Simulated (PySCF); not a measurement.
Input of a run (CAM-B3LYP/def2-SV(P) geometry optimisation, gas phase (PySCF 2.14.0)), started from GFN2-xTB:
```
{"job": {"xc": "CAM-B3LYP", "basis": "def2-SV(P)", "grid": 1, "kind": "geom"}, "charge": 0, "multiplicity": 1}
F     -2.255213    -1.465224     0.011692
C     -1.122564    -0.729488     0.004484
C      0.097591    -1.379539    -0.019046
C      1.252996    -0.617615    -0.026258
C      1.178173     0.765381    -0.009484
C     -0.054904     1.395957     0.014139
C     -1.220560     0.649697     0.020793
H      0.130888    -2.457517    -0.030474
H      2.214578    -1.107869    -0.044809
H      2.083462     1.353298    -0.013799
H     -0.111310     2.473986     0.027126
H     -2.191939     1.118246     0.039608
```

Output (energies in Eh, forces in Eh/bohr):
```
step   0  E = -331.07048891  max force = 0.013730
step   1  E = -331.07164275  max force = 0.002311
step   2  E = -331.07165613  max force = 0.000865
step   3  E = -331.07165011  max force = 0.001352
step   4  E = -331.07165674  max force = 0.000406
optimisation converged
```

Problem. Summarise the run.

Solution. The energy falls by 0.032 eV over 5 energy and gradient evaluations, the largest force component goes from 0.0137 to 4.1e-04 Eh/bohr, and the atoms move by 0.016 Å rms after alignment. Among the bonds, F1–C2 and C4–H9 change most and about equally (-0.015 to +0.014 Å). Bonds longer at the end by more than 0.005 Å: 11 of 12; shorter: 1. The energy rose by more than 1e-6 Eh at step 3. The first step brought 99 % of the lowering.

Problem. What are the final bond lengths?

Solution. F1–C2 1.336 Å, C2–C3 1.389 Å, C3–C4 1.393 Å, C4–C5 1.394 Å, C5–C6 1.394 Å, C6–C7 1.393 Å, C2–C7 1.388 Å, C3–H8 1.092 Å, C4–H9 1.093 Å, C5–H10 1.093 Å, C6–H11 1.093 Å, C7–H12 1.092 Å. Numbering counts from 1 in the input's order; the species is `Fc1ccccc1` (fluorobenzene).

The run used 108 basis functions and 31 SCF cycles in all. Hardware: Intel Xeon at 2.70 GHz, one thread, on a shared host. Cost: 44 s of wall time, 0.52 GiB resident at most.

Whether it is a minimum is left open (no frequencies).
